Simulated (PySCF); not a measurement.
CrOF₄: from structure and modes to constants

These are results of PBE/[Cr def2-SVP, O def2-SVP, F def2-SVP], no relativity, density fitting, PySCF, not measurements.

The singlet minimum has C4v symmetry. Masses (u): Cr 51.94051, O 15.99492, F 18.99840.

```xyz
6
charge 0 multiplicity 1, angstrom
Cr    0.0000    0.0000    0.0640
O     0.0000    0.0000    1.6005
F     1.6744    0.0000   -0.3780
F     0.0000    1.6744   -0.3780
F    -1.6744    0.0000   -0.3780
F     0.0000   -1.6744   -0.3780
```

Harmonic wavenumbers (cm⁻¹): 127.6 (b1, ×1), 297.8 (e, ×2), 348.9 (a1, ×1), 363.1 (e, ×2), 412.8 (b2, ×1), 558.3 (b1, ×1), 683.1 (a1, ×1), 731.1 (e, ×2), 1127.9 (a1, ×1).

Question: Find the principal moments of inertia and the rotational constants. What kind of rotor is it?

Answer: About the centre of mass I = 158.58, 158.58, 213.07 u Å². With B = 16.8576/I this gives 0.1063, 0.1063, 0.07912 cm⁻¹. The molecule is an oblate symmetric top.

Question: What is the harmonic zero-point energy?

Answer: Half the sum of all 12 wavenumbers, 6043/2 = 3021 cm⁻¹, which is 36.1 kJ/mol (1 cm⁻¹ = 0.0119627 kJ/mol).

Question: Give the standard entropy (298.15 K, 1 bar) by its translational, rotational, vibrational and spin parts, and Cp.

Answer: Sackur–Tetrode with M = 143.93 u gives 170.8; rotation with symmetry number 4 gives 101.4; vibration 48.5; spin R ln 1 = 0.0. The total is 320.8 J/(mol K), and Cp = 4 R + 63.5 = 96.8 J/(mol K).

This need not be the most stable arrangement of these atoms.
